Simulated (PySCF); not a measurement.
trans-stilbene: full NMR table

```yaml
Formula: C14H12
SMILES: C(=C\c1ccccc1)/c1ccccc1
InChI: InChI=1S/C14H12/c1-3-7-13(8-4-1)11-12-14-9-5-2-6-10-14/h1-12H/b12-11+
Degrees_of_unsaturation: 9
Carbon_signals: 5
Proton_signals: 4
```

Mapped SMILES: `[CH:1](=[CH:2]\[c:3]1[cH:4][cH:5][cH:6][cH:7][cH:8]1)/[c:9]1[cH:10][cH:11][cH:12][cH:13][cH:14]1`; H(Xn) means a hydrogen on atom n.

Non-relativistic Hamiltonian, isolated molecule, single conformer, equivalent nuclei averaged. J: B3LYP/pcJ-1 (without the spin–dipole term); shieldings: GIAO WP04/pcSseg-1; geometry: PBE0-D3(BJ)/def2-SVP; PySCF 2.14.0 with density-fitted response routines.

Scale: ¹H (σ = 31.56 ppm), ¹³C (σ = 172.44 ppm) vs TMS (reference shieldings calculated alike).

| carbon | δC, type | δH (multiplicity, J in Hz) | HMBC from (abs. J ≥ 3 Hz) | span of the C tensor (ppm) |
| --- | --- | --- | --- | --- |
| C1/C2 | 132.2, CH | 6.79 (s) | H(C4)/H(C8)/H(C10)/H(C14) | 188 |
| C3/C9 | 142.1, C | – | H(C5)/H(C7)/H(C11)/H(C13), H(C1)/H(C2) | 222 |
| C4/C8/C10/C14 | 131.7, CH | 7.29 (d, 8.8) | H(C4)/H(C8)/H(C10)/H(C14), H(C6)/H(C12), H(C1)/H(C2) | 217 |
| C5/C7/C11/C13 | 133.6, CH | 7.11 (t, 8.5) | H(C5)/H(C7)/H(C11)/H(C13) | 233 |
| C6/C12 | 132.8, CH | 6.99 (t, 8.2) | H(C4)/H(C8)/H(C10)/H(C14) | 230 |

Selected couplings (Hz, signed; the shortest-range and largest first, 30 at most; isotopes ¹³C, ¹H): ¹J(C6,H(C6)) 167.8, ¹J(C5,H(C5)) 166.4, ¹J(C4,H(C4)) 164.0, ¹J(C1,H(C1)) 156.2, ³J(H(C4),H(C5)) 8.8, ³J(H(C5),H(C6)) 8.2.

1. Carbon types of the structure: 2 × C, 12 × CH, which accounts for all hydrogens.
2. δC 142.1: substituted aromatic carbon.
3. δC 133.6, 132.8, 131.7: aromatic CH; the aromatic region.
4. δC 132.2: alkene CH; as expected for a trigonal carbon in a double bond.
5. δH 7.29, 7.11, 6.99: hydrogen on an aromatic CH; it sits in the deshielding region of the aromatic ring current.
6. δH 6.79: hydrogen on an alkene CH; a vinylic proton, deshielded by the sp2 carbon and the C=C anisotropy.

Multiplet labels drop couplings under 1 Hz and merge nearly equal ones. Couplings among chemically equivalent protons are left out too, so labels in AA′BB′ or AA′XX′ sets are apparent multiplicities. Unscaled 3J(H,H) at this level run about 10 % above measured values. Shifts are as computed. Against solution values, carbons near 30 ppm lie about +3 ppm off and those near 130 ppm about +5 ppm (rms about the fit 1.9 ppm; single classes can miss by 10 ppm). Of 1328 compounds with measured shifts, 309 miss one by over three times the rms of a fit or turn the order of signals round; such compounds aren't used in these exercises. Signals without a measured value on file couldn't be tested in this way.
